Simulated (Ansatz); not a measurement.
`C[CH](C)[Ga]([CH3])[Cl]` + `OCS` → `CSCO` + `C[CH2][Ga]([CH3])[Cl]`  (substitution at a C–C bond)

Gas-phase electronic energies from Ansatz, PBE0-D4/def2-TZVP geometries. CCSD(T)/CBS adds triple-zeta CCSD(T) − MP2 to the extrapolated MP2 energy (def2 sets, frozen cores). DFT in def2-TZVPP. For Ga outer-core shells are correlated without core-valence functions, which leaves a few kJ/mol of doubt a bond. Scalar relativity is left out up to krypton. One conformer a species, not always the lowest.

Problem. Is it downhill or uphill in electronic energy at CCSD(T)/CBS, and by how much? (Best estimate.)

Solution. The calculation gave: Downhill: ΔE = -3.5 kcal/mol.

Problem. What do these levels give: LDA (SPW92), r2SCAN-D4, r2SCAN0-D4, BHLYP-D4, revPBE, BLYP, r2SCAN, BHLYP, LC-ωPBE, RPA@PBE/def2-TZVPP, MP2/def2-SVP, CCSD/CBS(def2)? (Estimate.)

Solution. The calculation gave: LDA (SPW92) -4.1, r2SCAN-D4 -5.1, r2SCAN0-D4 -4.7, BHLYP-D4 -4.0, revPBE -6.1, BLYP -5.9, r2SCAN -5.3, BHLYP -4.8, LC-ωPBE -4.7, RPA@PBE/def2-TZVPP -2.4, MP2/def2-SVP -1.6, CCSD/CBS(def2) -3.4 kcal/mol.

Problem. What do rigid-rotor, harmonic-oscillator terms from PBE0-D4/def2-TZVP frequencies (298.15 K, 1 bar) make of the CCSD(T)/CBS value? (Best estimate.)

Solution. The calculation gave: ΔZPE = +1.1 kcal/mol, ΔH = -2.5 kcal/mol, ΔS = 0 J/(mol·K), ΔG = -2.5 kcal/mol. Modes under 50 cm⁻¹ make the entropy rough.

Largest T1 diagnostic among the species: 0.011.

At CCSD(T), def2-SVP lies +2.3 kcal/mol from the extrapolated value and def2-TZVPP +0.4 kcal/mol. Leaving LDA and LC-ωPBE aside and taking each functional with its dispersion term where it has one, the values spread over 1.1 kcal/mol, from r2SCAN-D4 to BHLYP-D4. LDA lies +1.5 kcal/mol from PBE without D4.
